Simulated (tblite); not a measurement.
Species: C2H7OSi (doublet state).
Z-matrix (Å and degrees, GFN2-xTB geometry), rows numbered from 1:
```
C 
C   1  1.5193
O   2  1.4076  1  109.46
Si  3  1.6175  2  128.94  1  -179.91
H   1  1.0871  2  109.90  3    59.76
H   1  1.0871  2  110.11  3  -179.94
H   1  1.0871  2  109.90  3   -59.66
H   2  1.0969  1  110.38  3  -120.38
H   2  1.0970  1  110.39  3   120.34
H   4  1.4580  3  112.64  2   -63.94
H   4  1.4580  3  112.67  2    64.04
```

Structure optimised with GFN2-xTB, isolated species. This method treats the open shell by occupation alone, without spin polarisation.

Take the most abundant isotopes and a rigid rotor. The values belong to one conformer with, in the numbering `[CH3:1][CH2:2][O:3][SiH2:4]`, C1–C2–O3–Si4 180°, C2–O3–Si4–H -64° and 64°.

Problem. Give the principal moments of inertia and the rotational constants in MHz.

Solution. Ia = 17.78, Ib = 191.64, Ic = 197.21 u·Å²; 505379 MHz·u·Å²/I gives A = 28430, B = 2637, C = 2563 MHz.

Problem. Classify the top.

Solution. A near-prolate asymmetric top; Ray's κ = -0.994.

Problem. Is it planar, by Δ = Ic − Ia − Ib?

Solution. Not planar: Δ = Ic − Ia − Ib = -12.21 u·Å². For a rigid frame Δ = −2 Σ m c², so Σ m c² = 6.10 u·Å² lies off the ab plane, practically all of it from hydrogen. The atom farthest from that plane is 1.21 Å away.

Problem. Give the other two planar moments, Paa and Pbb, and the rms extents of the mass along the axes.

Solution. Paa = Σ m a² = (Ib + Ic − Ia)/2 = 185.54 and Pbb = Σ m b² = (Ia + Ic − Ib)/2 = 11.67 u·Å². With the mass M = 75.03 u, the rms extents √(P/M) along a, b and c are 1.57, 0.39, 0.29 Å.

Problem. Give the coordinates in the principal-axis frame, origin at the centre of mass.

Solution. The sense of each axis is arbitrary; atoms in the order of the calculation.
| atom | mass (u) | a (Å) | b (Å) | c (Å) |
| --- | --- | --- | --- | --- |
| C1 | 12.000 | -2.343 | 0.213 | 0.000 |
| C2 | 12.000 | -1.034 | -0.558 | 0.000 |
| O3 | 15.995 | 0.044 | 0.348 | 0.001 |
| Si4 | 27.977 | 1.632 | 0.038 | 0.000 |
| H5 | 1.008 | -2.400 | 0.845 | -0.883 |
| H6 | 1.008 | -3.183 | -0.476 | 0.000 |
| H7 | 1.008 | -2.400 | 0.845 | 0.882 |
| H8 | 1.008 | -0.968 | -1.199 | -0.888 |
| H9 | 1.008 | -0.969 | -1.200 | 0.887 |
| H10 | 1.008 | 2.070 | -0.651 | 1.207 |
| H11 | 1.008 | 2.070 | -0.645 | -1.211 |

Problem. Where do the levels up to J = 5 lie, in cm⁻¹?

Solution. Above 0(0,0):
J = 1: 1(0,1) 0.1734, 1(1,1) 1.0338, 1(1,0) 1.0363
J = 2: 2(0,2) 0.5203, 2(1,2) 1.3782, 2(1,1) 1.3857, 2(2,1) 3.9668, 2(2,0) 3.9668
J = 3: 3(0,3) 1.0406, 3(1,3) 1.8948, 3(1,2) 1.9097, 3(2,2) 4.4871, 3(2,1) 4.4871, 3(3,1) 8.7951, 3(3,0) 8.7951
J = 4: 4(0,4) 1.7344, 4(1,4) 2.5836, 4(1,3) 2.6084, 4(2,3) 5.1809, 4(2,2) 5.1809, 4(3,2) 9.4889, 4(3,1) 9.4889, 4(4,1) 15.5201, 4(4,0) 15.5201
J = 5: 5(0,5) 2.6015, 5(1,5) 3.4446, 5(1,4) 3.4818, 5(2,4) 6.0481, 5(2,3) 6.0482, 5(3,3) 10.3561, 5(3,2) 10.3561, 5(4,2) 16.3874, 5(4,1) 16.3874, 5(5,1) 24.1418, 5(5,0) 24.1418

For this open shell read J as N, the rotation without spin; fine and hyperfine splittings come on top. Its GFN2-xTB frequencies are all real (lowest 35 cm⁻¹). No vibrational averaging or centrifugal distortion is included, and the geometry carries the error of its method.

All values are computed, not measured.
